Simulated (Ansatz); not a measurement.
Single points on GeEt3(SiMe3) (C9H24GeSi).

```yaml
crystal:
  periodic: [false, false, false]
  atoms:
    - {symbol: Ge, position_ang: [0.406071, 0.696579, 0.296252]}
    - {symbol: C, position_ang: [0.537486, 0.640615, 2.283408]}
    - {symbol: C, position_ang: [1.252127, -0.601668, 2.824697]}
    - {symbol: H, position_ang: [-0.494384, 0.706602, 2.690982]}
    - {symbol: H, position_ang: [1.058098, 1.568421, 2.608414]}
    - {symbol: H, position_ang: [1.312063, -0.599781, 3.933880]}
    - {symbol: H, position_ang: [0.730403, -1.537365, 2.528844]}
    - {symbol: H, position_ang: [2.292472, -0.680262, 2.443592]}
    - {symbol: C, position_ang: [2.250633, 0.805226, -0.448700]}
    - {symbol: C, position_ang: [2.303751, 0.828256, -1.979597]}
    - {symbol: H, position_ang: [2.825742, -0.058623, -0.050815]}
    - {symbol: H, position_ang: [2.727340, 1.716030, -0.023620]}
    - {symbol: H, position_ang: [3.344896, 0.896403, -2.360803]}
    - {symbol: H, position_ang: [1.855548, -0.088435, -2.420244]}
    - {symbol: H, position_ang: [1.746729, 1.692104, -2.400840]}
    - {symbol: C, position_ang: [-0.574330, 2.352863, -0.218644]}
    - {symbol: C, position_ang: [-2.025959, 2.393876, 0.269949]}
    - {symbol: H, position_ang: [-0.532073, 2.438575, -1.326136]}
    - {symbol: H, position_ang: [0.000919, 3.217574, 0.180500]}
    - {symbol: H, position_ang: [-2.541520, 3.331192, -0.029388]}
    - {symbol: H, position_ang: [-2.621726, 1.549664, -0.140191]}
    - {symbol: H, position_ang: [-2.092909, 2.325866, 1.376848]}
    - {symbol: Si, position_ang: [-0.730727, -1.252864, -0.532813]}
    - {symbol: C, position_ang: [0.490507, -2.704290, -0.675523]}
    - {symbol: C, position_ang: [-2.134699, -1.738557, 0.655172]}
    - {symbol: C, position_ang: [-1.466918, -0.890871, -2.248984]}
    - {symbol: H, position_ang: [-0.016184, -3.610369, -1.069944]}
    - {symbol: H, position_ang: [0.927942, -2.962266, 0.310760]}
    - {symbol: H, position_ang: [1.328463, -2.459784, -1.360527]}
    - {symbol: H, position_ang: [-1.744986, -1.958798, 1.670441]}
    - {symbol: H, position_ang: [-2.881574, -0.924065, 0.752078]}
    - {symbol: H, position_ang: [-2.664770, -2.644348, 0.292063]}
    - {symbol: H, position_ang: [-2.186179, -0.046862, -2.209085]}
    - {symbol: H, position_ang: [-0.675601, -0.622863, -2.978887]}
    - {symbol: H, position_ang: [-2.006633, -1.777787, -2.643155]}
basis:
  gaussian: {orbitals: def2-TZVP, initial_orbitals: start.molden}
hamiltonian: {xc: pbe, dispersion: d4}
scf: {omitted_lower_state_checks: [starts]}
output: {forces: true, orbitals: {seedname: orbitals}}
```

The file start.molden holds the orbitals of an earlier run on this structure, at another level or in another basis.

```sh
$ ansatz run in.yaml --threads 4 --pin off --events-out ev --progress --plain --max-ram 6963MiB
```

Shortened log:

```
Functional definition: PBE
3286 factors; their error is unknown
mean field evaluation 1: about -74099.3288 eV, gradient 1.6e1 eV
mean field evaluation 2: about -74099.5783 eV, gradient 2.5e-1 eV
mean field evaluation 4: about -74099.4746 eV, gradient 1.3e-3 eV
mean field -74099.47463713 eV, -2723.1054664867 hartree, gradient 2.7e-5 eV, S^2 0.000000; 0 other end points of the search recorded, 0 dependent functions left out
reference -74099.47471078 eV, -2723.1054691934 hartree; 62, 62 occupied and 446, 446 virtual orbitals, 3286 factors
Total energy: -74100.49112194 eV, -2723.1428216146 hartree
Atom 0 at     0.406071     0.696579     0.296252 Å, force    -0.001963    -0.002307    -0.000153 eV/Å
Atom 1 at     0.537486     0.640615     2.283408 Å, force    -0.107606     0.221879     0.212973 eV/Å
Atom 2 at     1.252127    -0.601668     2.824697 Å, force     0.129340    -0.234644     0.077128 eV/Å
Atom 3 at    -0.494384     0.706602     2.690982 Å, force     0.285083    -0.034858    -0.099674 eV/Å
Atom 4 at     1.058098     1.568421     2.608414 Å, force    -0.126795    -0.262632    -0.081403 eV/Å
Atom 5 at     1.312063    -0.599781     3.933880 Å, force    -0.021744     0.009533    -0.280032 eV/Å
Atom 6 at     0.730403    -1.537365     2.528844 Å, force     0.135357     0.274529     0.084102 eV/Å
Atom 7 at     2.292472    -0.680262     2.443592 Å, force    -0.292730     0.039641     0.094922 eV/Å
Atom 8 at     2.250633     0.805226    -0.448700 Å, force     0.280871     0.015342     0.164399 eV/Å
Atom 9 at     2.303751     0.828256    -1.979597 Å, force    -0.013717    -0.000021    -0.280187 eV/Å
Atom 10 at     2.825742    -0.058623    -0.050815 Å, force    -0.151545     0.231227    -0.127783 eV/Å
Atom 11 at     2.727340     1.716030    -0.023620 Å, force    -0.128794    -0.239759    -0.132905 eV/Å
Atom 12 at     3.344896     0.896403    -2.360803 Å, force    -0.259934    -0.018404     0.107163 eV/Å
Atom 13 at     1.855548    -0.088435    -2.420244 Å, force     0.131837     0.254702     0.139089 eV/Å
Atom 14 at     1.746729     1.692104    -2.400840 Å, force     0.151438    -0.236553     0.137894 eV/Å
Atom 15 at    -0.574330     2.352863    -0.218644 Å, force     0.112376     0.257987    -0.168879 eV/Å
Atom 16 at    -2.025959     2.393876     0.269949 Å, force    -0.261787    -0.018538     0.096904 eV/Å
Atom 17 at    -0.532073     2.438575    -1.326136 Å, force    -0.032643    -0.021166     0.307216 eV/Å
Atom 18 at     0.000919     3.217574     0.180500 Å, force    -0.173775    -0.235627    -0.099053 eV/Å
Atom 19 at    -2.541520     3.331192    -0.029388 Å, force     0.139799    -0.235161     0.069836 eV/Å
Atom 20 at    -2.621726     1.549664    -0.140191 Å, force     0.182912     0.246410     0.107293 eV/Å
Atom 21 at    -2.092909     2.325866     1.376848 Å, force     0.040735     0.017788    -0.315187 eV/Å
Atom 22 at    -0.730727    -1.252864    -0.532813 Å, force    -0.082808    -0.142946    -0.061277 eV/Å
Atom 23 at     0.490507    -2.704290    -0.675523 Å, force     0.102659    -0.115796    -0.014158 eV/Å
Atom 24 at    -2.134699    -1.738557     0.655172 Å, force    -0.111735    -0.040015     0.100413 eV/Å
Atom 25 at    -1.466918    -0.890871    -2.248984 Å, force    -0.061889     0.033639    -0.139687 eV/Å
Atom 26 at    -0.016184    -3.610369    -1.069944 Å, force     0.125458     0.228693     0.099077 eV/Å
Atom 27 at     0.927942    -2.962266     0.310760 Å, force    -0.116614     0.070557    -0.259978 eV/Å
Atom 28 at     1.328463    -2.459784    -1.360527 Å, force    -0.223148    -0.063832     0.183168 eV/Å
Atom 29 at    -1.744986    -1.958798     1.670441 Å, force    -0.102765     0.059743    -0.269639 eV/Å
Atom 30 at    -2.881574    -0.924065     0.752078 Å, force     0.199170    -0.213594    -0.027140 eV/Å
Atom 31 at    -2.664770    -2.644348     0.292063 Å, force     0.134411     0.227637     0.089171 eV/Å
Atom 32 at    -2.186179    -0.046862    -2.209085 Å, force     0.192947    -0.224953    -0.009268 eV/Å
Atom 33 at    -0.675601    -0.622863    -2.978887 Å, force    -0.208370    -0.070727     0.195411 eV/Å
Atom 34 at    -2.006633    -1.777787    -2.643155 Å, force     0.135969     0.222226     0.100243 eV/Å
Dipole moment:    -0.004618    -0.008110    -0.003424 e Å
Checks for a lower state left out: starts
```

Hardware: 4 threads of Arm Neoverse V1 on a shared host. Wall time 22 s, peak host memory 1.6 GiB.

The first input with `gaussian: {orbitals: def2-SVP, initial_orbitals: start.molden}`, `correlation: {method: mp2}`, `output: {orbitals: {seedname: orbitals}}` and without the key `hamiltonian` (abridged; 20 s):

```
Functional definition: HF
mean field -73974.64742043 eV, -2718.5181508840 hartree, gradient 1.5e-6 eV, S^2 0.000000
23 core orbitals not correlated: weight in the atoms' cores, before any rotation towards them, 1.000 or more for the frozen orbitals, at most 0.000 for the correlated occupied ones
second order -44.99596883 eV of doubles, -0.00000000 eV of singles
Total energy: -74019.64338926 eV, -2720.1717222392 hartree
Checks for a lower state left out: starts
```

The first input with `hamiltonian: {xc: r2scan, dispersion: d4}`, `output: {orbitals: {seedname: orbitals}}` (abridged; 34 s):

```
Functional definition: r2SCAN
mean field -74119.29185781 eV, -2723.8337359141 hartree, gradient 1.1e-5 eV, S^2 0.000000
Total energy: -74119.59955786 eV, -2723.8450436822 hartree
Checks for a lower state left out: starts
```

As the first input, with `hamiltonian: {xc: pbe0, dispersion: d4}`, `output: {orbitals: {seedname: orbitals}}` (abridged; 46 s):

```
Functional definition: PBE0
mean field -74103.80471189 eV, -2723.2645937992 hartree, gradient 1.7e-5 eV, S^2 0.000000
Total energy: -74104.69880746 eV, -2723.2974512053 hartree
Checks for a lower state left out: starts
```

As the first input, with `gaussian: {orbitals: def2-SVP, initial_orbitals: start.molden}`, `hamiltonian: {xc: pbe0, dispersion: d4}`, `output: {orbitals: {seedname: orbitals}}` (abridged; 18 s):

```
Functional definition: PBE0
mean field -74083.68776977 eV, -2722.5253098120 hartree, gradient 2.5e-5 eV, S^2 0.000000
Total energy: -74084.58185332 eV, -2722.5581667765 hartree
Checks for a lower state left out: starts
```

Geometry: PBE-D4/def2-SVP.

Correlated methods freeze 23 core orbitals; core or outer-core shells of Ge are correlated, in sets that lack core-valence functions.
